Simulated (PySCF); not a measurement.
Electric properties by functional and basis

C2H5BBrP.
SMILES: `C#C[B@@H-]([PH3+])Br`

PySCF, dipoles from the SCF density, polarisabilities from static response with core orbitals frozen. Isolated species at its PBE0-D3(BJ)/def2-SVP geometry, gas phase. The LDA/def2-SVPD calculation is non-relativistic and has no spin–orbit coupling, an omission that weighs most on bromine.

Problem. Compare the levels for these properties.

Solution. 

```
              level  μ (D)  α (Å³)  anisotropy (Å³)
      LDA/def2-SVPD  4.979   14.01             5.00
      PBE/def2-SVPD  4.919   13.87             5.00
    B3LYP/def2-SVPD  5.109   13.43             4.68
     PBE0/def2-SVPD  5.173   13.26             4.62
BHandHLYP/def2-SVPD  5.350   12.87             4.35
CAM-B3LYP/def2-SVPD  5.308   13.07             4.38
  wB97X-D/def2-SVPD  5.307   13.09             4.37
  LC-wPBE/def2-SVPD  5.465   12.65             4.16
       HF/def2-SVPD  5.635   12.37             4.03
        PBE0/6-31G*  5.423   10.59             5.05
      PBE0/def2-SVP  5.325   10.73             4.87
   PBE0/aug-cc-pVDZ  5.155   13.38             4.71
     PBE0/def2-TZVP  5.111   12.50             4.88
```

The anisotropy is √(½[(α1 − α2)² + (α2 − α3)² + (α3 − α1)²]). The dipole runs from 4.92 D (PBE/def2-SVPD) to 5.63 D (HF/def2-SVPD). No reference polarisability is at hand; against PBE0 in the largest diffuse basis at hand (aug-cc-pVDZ) the other PBE0 rows deviate by 6-31G* -21%, def2-SVP -20%, def2-SVPD -1%, def2-TZVP -7%. In one basis (def2-SVPD) the functionals order the polarisability from HF (lowest) to LDA (highest), a spread of 13%. With PBE0 the polarisability is 11.27 Å³ without diffuse functions (mean of 6-31G*, def2-SVP and def2-TZVP) and 13.32 Å³ with them (mean of def2-SVPD and aug-cc-pVDZ).
